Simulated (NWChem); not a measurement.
System: C4H6S; SMILES C1SCCC=1

Here is an NWChem input.

```
start job
memory heap 200 mb stack 900 mb global 1100 mb
geometry units angstroms noautoz
  C      0.889740    -1.175835     0.092054
  C      1.279556     0.100542     0.025146
  S     -0.025639     1.278666    -0.227681
  C     -1.285695    -0.042114     0.113103
  C     -0.589519    -1.398550    -0.127712
  H      1.581872    -2.002961     0.218988
  H      2.297902     0.467519     0.091903
  H     -1.599344     0.058500     1.156548
  H     -2.151987     0.115721    -0.532343
  H     -0.762922    -1.746127    -1.158379
  H     -1.006019    -2.164917     0.537381
end
basis spherical
  * library def2-tzvp
end
dft
  xc pbe0
  iterations 150
  semidirect filesize 400000000
  mulliken
end
task dft energy
```

Output (shortened):

```
             Northwest Computational Chemistry Package (NWChem) 7.3.0
             --------------------------------------------------------

 C1  symmetry detected

                             Geometry "geometry" -> ""
                             -------------------------

 Output coordinates in angstroms (scale by  1.889725989 to convert to a.u.)

  No.       Tag          Charge          X              Y              Z
 ---- ---------------- ---------- -------------- -------------- --------------
    1 C                    6.0000     0.87717294    -1.20045316     0.04761239
    2 C                    6.0000     1.28829444     0.07073172     0.07290163
    3 S                   16.0000     0.00065861     1.28602013    -0.07027546
    4 C                    6.0000    -1.27768326    -0.03616920     0.18661386
    5 C                    6.0000    -0.60849916    -1.38136963    -0.16722219
    6 H                    1.0000     1.55636819    -2.04611607     0.10094559
    7 H                    1.0000     2.31367670     0.41475976     0.15285869
    8 H                    1.0000    -1.57583425    -0.01075922     1.23910455
    9 H                    1.0000    -2.14946886     0.18489266    -0.43233346
   10 H                    1.0000    -0.80142671    -1.64597570    -1.21884733
   11 H                    1.0000    -1.02956259    -2.18956178     0.44324515

 Effective nuclear repulsion energy (a.u.)     215.6284189438

                                 NWChem DFT Module
                                 -----------------

 Summary of "ao basis" -> "ao basis" (spherical)
 ------------------------------------------------------------------------------
       Tag                 Description            Shells   Functions and Types
 ---------------- ------------------------------  ------  ---------------------
 C                         def2-tzvp                11       31   5s3p2d1f
 S                         def2-tzvp                13       37   5s5p2d1f
 H                         def2-tzvp                 4        6   3s1p

            General Information
            -------------------
          SCF calculation type: DFT
          Wavefunction type:  closed shell.
          No. of atoms     :    11
          No. of electrons :    46
           Alpha electrons :    23
            Beta electrons :    23
          Charge           :     0
          Spin multiplicity:     1
          Use of symmetry is: off; symmetry adaption is: off
          Maximum number of iterations: 150
          AO basis - number of functions:   197
                     number of shells:    81
          Convergence on energy requested:  1.00D-06
          Convergence on density requested:  1.00D-05
          Convergence on gradient requested:  5.00D-04

              XC Information
              --------------
                         PBE0 Method XC Functional
                     Hartree-Fock (Exact) Exchange  0.250
          PerdewBurkeErnzerhof Exchange Functional  0.750
            Perdew 1991 LDA Correlation Functional  1.000 local
           PerdewBurkeErnz. Correlation Functional  1.000 non-local

             Grid Information
             ----------------
          Grid used for XC integration:  medium
          Radial quadrature: Mura-Knowles
          Angular quadrature: Lebedev.
          Tag              B.-S. Rad. Rad. Pts. Rad. Cut. Ang. Pts.
          ---              ---------- --------- --------- ---------
          C                   0.70       49          11.0       434
          S                   1.00       88          11.0       590
          H                   0.35       45          12.0       434
          Grid pruning is: on
          Number of quadrature shells:   554
          Spatial weights used:  Erf1

      Superposition of Atomic Density Guess
      -------------------------------------

 Sum of atomic energies:        -551.16366934

      Non-variational initial energy
      ------------------------------

 Total energy =    -554.278554
 1-e energy   =   -1182.407631
 2-e energy   =     412.500658
 HOMO         =      -0.227570
 LUMO         =       0.015794

------------------------------------------------------------
EAF file 0: "./job.aoints.0" size=1058537472 bytes
------------------------------------------------------------
               write      read    awrite     aread      wait
               -----      ----    ------     -----      ----
     calls:     2019         0         0         0         0
   data(b): 1.06e+09  0.00e+00  0.00e+00  0.00e+00
   time(s): 0.00e+00  0.00e+00  0.00e+00  0.00e+00  0.00e+00
rate(mb/s): 0.00e+00  0.00e+00
------------------------------------------------------------

     ---------------------------------------------
      Total Density - Mulliken Population Analysis
     ---------------------------------------------

    Atom       Charge   Shell Charges
 -----------   ------   -------------------------------------------------------
    1 C    6     6.27   0.86  1.12  0.57  0.60  0.11  1.23  1.31  0.38  0.02  0.06  0.01
    2 C    6     6.10   0.86  1.12  0.56  0.63  0.08  1.13  1.28  0.35  0.02  0.07  0.01
    3 S   16    16.09   2.01  0.49  1.48  1.08  0.75  4.18  1.69  0.89  2.31  1.11  0.03  0.07  0.01
    4 C    6     6.22   0.86  1.12  0.54  0.67  0.09  1.13  1.34  0.37  0.01  0.07  0.00
    5 C    6     6.28   0.86  1.12  0.55  0.66  0.08  1.21  1.35  0.35  0.02  0.08  0.01
    6 H    1     0.83   0.24  0.45  0.13  0.02
    7 H    1     0.83   0.24  0.45  0.12  0.02
    8 H    1     0.85   0.25  0.45  0.13  0.02
    9 H    1     0.84   0.24  0.45  0.12  0.02
   10 H    1     0.85   0.24  0.45  0.14  0.02
   11 H    1     0.84   0.24  0.45  0.13  0.02

   convergence    iter        energy       DeltaE   RMS-Dens  Diis-err
 ---------------- ----- ----------------- --------- --------- ---------
 d= 0,ls=0.0,diis     1   -553.9010880731 -7.70D+02  2.88D-03  6.71D-01
 d= 0,ls=0.0,diis     2   -553.9347320588 -3.36D-02  1.43D-03  9.59D-02
 d= 0,ls=0.0,diis     3   -553.9328140414  1.92D-03  8.06D-04  1.10D-01
 d= 0,ls=0.0,diis     4   -553.9461446460 -1.33D-02  1.89D-04  2.20D-03
 d= 0,ls=0.0,diis     5   -553.9463816378 -2.37D-04  6.45D-05  4.86D-04
  Resetting Diis
 d= 0,ls=0.0,diis     6   -553.9464451469 -6.35D-05  1.02D-05  3.66D-06
 d= 0,ls=0.0,diis     7   -553.9464455057 -3.59D-07  5.77D-06  5.91D-07

         Total DFT energy =     -553.946445505741
      One electron energy =    -1187.126695820001
           Coulomb energy =      466.858286085309
    Exchange-Corr. energy =      -49.306454714867
 Nuclear repulsion energy =      215.628418943818

 Numeric. integr. density =       45.999970945092

                       DFT Final Molecular Orbital Analysis
                       ------------------------------------

 Vector   21  Occ=2.000000D+00  E=-3.357139D-01
              MO Center=  5.7D-02,  6.2D-01, -6.6D-02, r^2= 3.1D+00
   Bfn.  Coefficient  Atom+Function         Bfn.  Coefficient  Atom+Function
  ----- ------------  ---------------      ----- ------------  ---------------
    78      0.357603   3 S  py               81      0.221446   3 S  py
    66      0.175834   3 S  s                75      0.159346   3 S  py
    79     -0.155464   3 S  pz               67      0.139229   3 S  s
    69     -0.135629   3 S  py              106     -0.133470   4 C  py
    65     -0.112990   3 S  s               109     -0.110849   4 C  py

 Vector   22  Occ=2.000000D+00  E=-3.173186D-01
              MO Center=  4.5D-01,  1.8D-01,  5.6D-02, r^2= 2.9D+00
   Bfn.  Coefficient  Atom+Function         Bfn.  Coefficient  Atom+Function
  ----- ------------  ---------------      ----- ------------  ---------------
    79      0.243045   3 S  pz               39      0.234894   2 C  pz
    42      0.215724   2 C  pz               78      0.199178   3 S  py
     8      0.154862   1 C  pz               11      0.138418   1 C  pz
    82      0.137327   3 S  pz               81      0.127753   3 S  py
    45      0.113483   2 C  pz               76      0.107201   3 S  pz

 Vector   23  Occ=2.000000D+00  E=-2.152601D-01
              MO Center=  2.4D-01,  3.6D-01, -2.5D-02, r^2= 3.2D+00
   Bfn.  Coefficient  Atom+Function         Bfn.  Coefficient  Atom+Function
  ----- ------------  ---------------      ----- ------------  ---------------
    79      0.412125   3 S  pz               82      0.349270   3 S  pz
     8     -0.219257   1 C  pz               11     -0.199137   1 C  pz
    76      0.191306   3 S  pz               14     -0.172633   1 C  pz
    70     -0.153923   3 S  pz               39     -0.138148   2 C  pz
    42     -0.126972   2 C  pz              188     -0.111148  10 H  s

 Vector   24  Occ=0.000000D+00  E= 6.578932D-03
              MO Center=  7.7D-01, -3.4D-01,  2.0D-02, r^2= 3.3D+00
   Bfn.  Coefficient  Atom+Function         Bfn.  Coefficient  Atom+Function
  ----- ------------  ---------------      ----- ------------  ---------------
    14      0.602151   1 C  pz               45     -0.604922   2 C  pz
    39     -0.281239   2 C  pz                8      0.274035   1 C  pz
    42     -0.258463   2 C  pz               80      0.255550   3 S  px
    11      0.241086   1 C  pz              112      0.231986   4 C  py
   188      0.232930  10 H  s                82      0.227533   3 S  pz

 Vector   25  Occ=0.000000D+00  E= 2.415887D-02
              MO Center= -2.7D-01,  8.3D-01, -1.2D-03, r^2= 4.3D+00
   Bfn.  Coefficient  Atom+Function         Bfn.  Coefficient  Atom+Function
  ----- ------------  ---------------      ----- ------------  ---------------
   104      2.647608   4 C  s                36     -1.541184   2 C  s
    80      1.025212   3 S  px              135     -0.827038   5 C  s
     5      0.815989   1 C  s               182     -0.688199   9 H  s
   143     -0.601259   5 C  py              176     -0.572472   8 H  s
    13      0.472568   1 C  py               43      0.399162   2 C  px

[...]
```

Level: PBE0/def2-TZVP. Coordinates come from a B3LYP/6-31G* (spherical d) optimisation.
